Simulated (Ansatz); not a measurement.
Isolated molecules relaxed with PBE0-D4/def2-TZVP in Ansatz; ΔE leaves out vibrations. CCSD(T)/CBS adds triple-zeta CCSD(T) − MP2 to the extrapolated MP2 energy (def2 sets, frozen cores). This one scheme is used for every species. DFT in def2-TZVPP. B3LYP here is the variant with VWN-RPA as its local correlation; programs differ in this. For Br outer-core shells are correlated without core-valence functions, which leaves a few kJ/mol of doubt a bond. Scalar relativity is left out up to krypton. One conformer a species, not always the lowest.

Reaction (formal exchange of groups at a B–Al bond): `O[BH][AlH][F]` + `CCBr` → `OBCCBr` + `[F][AlH2]`

`O[BH][AlH][F]`:

Z-matrix (Å, degrees):
```
B
Al 1 2.147
O 1 1.355 2 118.0
H 1 1.209 2 124.2 3 180.0
F 2 1.659 1 117.1 3 109.6
H 2 1.588 1 128.4 3 -71.9
H 3 0.963 1 113.9 2 -179.6
```

`CCBr`:

```xyz
8

C    -0.491   -0.587   -0.262
C     0.511    0.492    0.052
Br    0.246    1.218    1.843
H    -0.310   -0.968   -1.272
H    -1.512   -0.203   -0.219
H    -0.409   -1.420    0.437
H     0.430    1.344   -0.619
H     1.535    0.124    0.040
```

`OBCCBr`:

```xyz
11

O     1.186   -1.352   -0.395
B     0.248   -0.632   -1.052
C    -0.717    0.282   -0.217
C    -0.257    0.640    1.177
Br    1.243    1.892    1.123
H     1.720   -1.905   -0.970
H     0.131   -0.747   -2.244
H    -1.660   -0.284   -0.131
H    -0.983    1.181   -0.779
H    -1.022    1.148    1.761
H     0.112   -0.222    1.726
```

`[F][AlH2]`:

Cartesian coordinates in Å:
```
F -1.518 0.256 -0.414
Al 0.053 -0.009 0.014
H 1.150 0.276 -1.080
H 0.316 -0.523 1.480
```

| level | ΔE (kJ/mol) | difference from CCSD(T)/CBS |
| --- | --- | --- |
| PBE-D4 | -33.5 | 9.0 |
| r2SCAN-D4 | -43.0 | -0.5 |
| PBE0-D4 | -37.7 | 4.8 |
| B3LYP-D4 | -40.5 | 2.0 |
| ωB97X-V | -41.7 | 0.8 |
| ωB97M-V | -46.2 | -3.7 |
| B2PLYP | -39.8 | 2.7 |
| PBE | -29.4 | 13.1 |
| r2SCAN | -41.8 | 0.7 |
| PBE0 | -34.0 | 8.5 |
| B3LYP | -33.9 | 8.6 |
| HF/def2-TZVPP | -41.8 | 0.7 |
| MP2/def2-TZVPP | -49.7 | -7.2 |
| SCS-MP2/def2-TZVPP | -45.8 | -3.3 |
| CCSD/def2-TZVPP | -42.3 | 0.2 |
| CCSD(T)/def2-TZVPP | -42.7 | -0.2 |
| HF/def2-QZVPP | -41.8 | 0.7 |
| MP2/def2-QZVPP | -49.6 | -7.1 |
| SCS-MP2/def2-QZVPP | -45.6 | -3.1 |
| HF/CBS(def2) | -41.8 | 0.7 |
| MP2/CBS(def2) | -49.5 | -7.0 |
| CCSD/CBS(def2) | -42.1 | 0.4 |
| CCSD(T)/CBS | -42.5 | 0 |

Largest T1 diagnostic among the species: 0.014.

The D4 term adds −6.6 kJ/mol with B3LYP and −3.6 kJ/mol with PBE0; it sums over pairs of atoms, weighted by their polarisabilities, and B3LYP, whose exchange is more repulsive, gets the larger term. From PBE to PBE0 (25 % exact exchange), in def2-TZVPP and without D4, ΔE moves by −4.7 kJ/mol.
